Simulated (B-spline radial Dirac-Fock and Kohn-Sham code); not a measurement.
**Scattering functions of Cl²⁺**

System: Cl²⁺, configuration [Ne] 3s2 3p3, inside a Watson sphere of charge -2 and radius 1.6 Å (a model of the Madelung potential; inside it an electron's potential energy is raised by 18.0 eV).

The computed values come from a radial B-spline solver: configuration-average Dirac-Fock orbitals. f₀ is the Fourier transform of the spherical electron density, S the Waller-Hartree incoherent function, and s = sin θ/λ. The electron scattering factor follows from the Mott-Bethe formula f_e = 0.023934 Å⁻¹·(Z − f₀)/s².

```tsv
s (Å⁻¹)	f₀	S	f_e (Å)
0	15.000	0.000	–
0.08	14.298	0.893	10.106
0.1	13.938	1.324	7.328
0.12	13.530	1.792	5.768
0.15	12.857	2.520	4.407
0.18	12.153	3.230	3.580
0.22	11.230	4.092	2.853
0.26	10.383	4.832	2.343
0.32	9.314	5.729	1.796
0.39	8.370	6.543	1.358
0.47	7.579	7.307	1.021
0.57	6.803	8.154	0.751
0.69	5.967	9.088	0.555
0.84	4.969	10.126	0.408
1.02	3.903	11.142	0.301
1.24	2.908	12.049	0.219
1.51	2.136	12.768	0.156
1.83	1.651	13.287	0.110
2.22	1.365	13.695	0.076
2.69	1.172	14.049	0.052
3.27	0.986	14.372	0.036
3.97	0.782	14.632	0.025
4.82	0.574	14.813	0.017
```

f₀ starts at the number of electrons, 15, and has fallen to half at s ≈ 0.48 Å⁻¹. The sum of ⟨r²⟩ over the electrons is 15.82 bohr². For an ion f_e diverges as s goes to zero, because of the net charge.
